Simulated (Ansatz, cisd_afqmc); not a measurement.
System: BH, charge 0, singlet. BH (λ1-borane, SMILES [BH]).
B3LYP-D3(BJ)/def2-TZVP minimum from Ansatz (a quantum-chemistry and plane-wave program):
```xyz
2

B      0.0000     0.0000    -0.2055
H      0.0000     0.0000     1.0276
```
Charge 0, spin multiplicity 1.

Total energies in cc-pVTZ, 4 correlated electrons, 1 frozen orbitals. Radicals and triplets start from unrestricted determinants; spin-orbit coupling is neglected. Correlated methods leave the cores frozen. No relativity. AFQMC/CISD: phaseless, guided by CISD from CCSD amplitudes; bars are statistical, one sigma. Outlying blocks are dropped, and bars are widened where a walk drifts. Over all cases where full CI ran beside it in this data, AFQMC minus full CI had a median of +0.1 mEh and passed +0.4 mEh in a tenth of the cases. UCISD starts from a broken-symmetry determinant. The restricted determinant of HB ([BH], singlet) is unstable towards broken spin symmetry in at least one set run.

```
method          program        energy (Eh)  error against FCI (mEh)
-----------  ----------  -----------------  -----------------------
HF               Ansatz          -25.12993                   101.21
MP2              Ansatz          -25.20344                    27.69
CCSD             Ansatz          -25.22858                     2.55
CCSD(T)          Ansatz          -25.23061                     0.52
UCCSD(T)         Ansatz          -25.23049                     0.64
CCSDT(Q)         Ansatz          -25.23111                     0.02
CCSDTQ           Ansatz          -25.23113                     0.00
AFQMC/CISD   cisd_afqmc  -25.2310 ± 0.0001                0.1 ± 0.1
AFQMC/UCISD  cisd_afqmc  -25.2304 ± 0.0002                0.7 ± 0.2
FCI              Ansatz          -25.23113                     0.00
```
